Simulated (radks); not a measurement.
Values are calculated unless marked as measured or tabulated.
The gadolinium anion Gd- inside a hard spherical wall (all orbitals vanish at R), configuration held at [Xe] 4f7 5d2 6s2 and not refilled when levels cross. Level of theory: scalar-relativistic Kohn-Sham, LDA (Slater exchange, Perdew-Wang correlation), spin-polarised, spherical densities, point nucleus; open shells are filled with parallel spins first (spin-orbit coupling, left out, can overturn this in heavy ions) (a radial shooting solver on a logarithmic mesh with Libxc functionals). Eigenvalues in eV for spin up, with the zero of energy where the potential of the charges vanishes at infinity; a dash marks a level that is unbound or too diffuse for the functional's potential to be trusted. A positive occupied level is held by the wall or, in an anion where self-interaction has pushed it up, behind a barrier. The pressure on the wall is -dE/dV.

R (bohr)  E (hartree)  kinetic (hartree)    e(5p)   e(4f)   e(6s)   e(5d)  e(6p, empty)  e(7s, empty)  pressure (GPa)
15        -11263.9226          12093.214  -22.411  -4.647  -0.026   1.973         2.019         2.769         0.00778
12        -11263.9179          12093.233  -22.010  -4.242   0.241   2.313         2.460         4.101          0.0497
8         -11263.8657          12093.444  -20.080  -2.273   1.705   3.980         4.680        10.515            1.37
7         -11263.8103          12093.643  -18.864  -1.015   2.817   5.078         6.305        14.980            3.77
6         -11263.6890          12094.049  -17.013   0.936   4.872   6.868         9.263        22.815            11.6
5         -11263.3966          12094.989  -14.132   4.083   9.104   9.981        15.223        37.827            42.8
3.5       -11261.4848          12101.491   -4.338  15.560  31.118  22.457        43.972        102.85             576
2.5       -11253.4106          12128.726   20.622  42.753  100.85  55.781        125.15        265.40            6780
2         -11236.8802          12180.203   61.152  78.183  212.84  108.02        247.71        493.59           32800
1.5       -11177.3647          12353.020   190.56  161.82  529.35  261.65        580.94        1079.4          237000
